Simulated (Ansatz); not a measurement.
Two structures of GeH3F, closed shell, reached by relaxing down either side of one saddle point (PBE0-D4/def2-TZVP). Energies are electronic, without zero-point energy. Computed with Ansatz 0.2.0 (basis: def2-TZVPP and def2-QZVPP); correlated methods freeze the cores. Filled d shells of the heavier atoms are correlated. The def2 sets are not built for correlating such inner shells, so the correlated values are less sure here. Extrapolation: Hartree–Fock as exp(−7.88 √X), correlation as X^−2.97. First:

Ge1  (-1.102, -0.554, -0.191)
H2  (1.435, 0.242, 0.014)
F3  (1.235, -0.379, -0.644)
H4  (-1.037, 1.019, -0.469)
H5  (-0.531, -0.328, 1.290)
(Å)

Second:

Ge1  (-0.687, -0.562, -0.634)
H2  (0.357, 0.366, 1.241)
F3  (0.847, -0.454, -1.496)
H4  (-0.887, 1.030, -0.511)
H5  (0.370, -0.379, 1.401)
(Å)

Q: Which bonds change from the first to the second?

A: GeH₂ + HF → GeHF ([F][GeH]) + H₂; bonds formed: Ge1–F3, H2–H5; bonds broken: Ge1–H5, H2–F3.

Q: Give the saddle point's structure and its height above each. (To be estimated.)

A: The calculation gives: 0.518 eV above the first and 1.208 eV above the second (CCSD(T) at an estimated basis limit (MP2 extrapolated from triple and quadruple zeta, plus CCSD(T) − MP2 in triple zeta)).
Ge1  (-0.855, -0.547, -0.338)
H2  (0.784, -0.090, 0.427)
F3  (1.127, -0.240, -0.713)
H4  (-1.123, 1.013, -0.511)
H5  (0.066, -0.136, 1.135)
(Å)

The search had been set up for a insertion of a divalent centre (a silylene, a carbene or their kin) (forming Ge1–H2, Ge1–F3, breaking H2–F3); from that guess it ended on this step instead.

The T1 diagnostic stays at or below 0.014.

Labels in which every atom is bracketed show which atoms are joined, not bond orders.

For scale, one of the runs: CCSD(T)/def2-TZVPP, 121 basis functions, launched by `ansatz run in.yaml --threads 2 --pin off --events-out ev --progress --plain --max-ram 4352MiB`. The run took about 9 s on 2 CPU threads of an Arm Neoverse V2 (shared host).
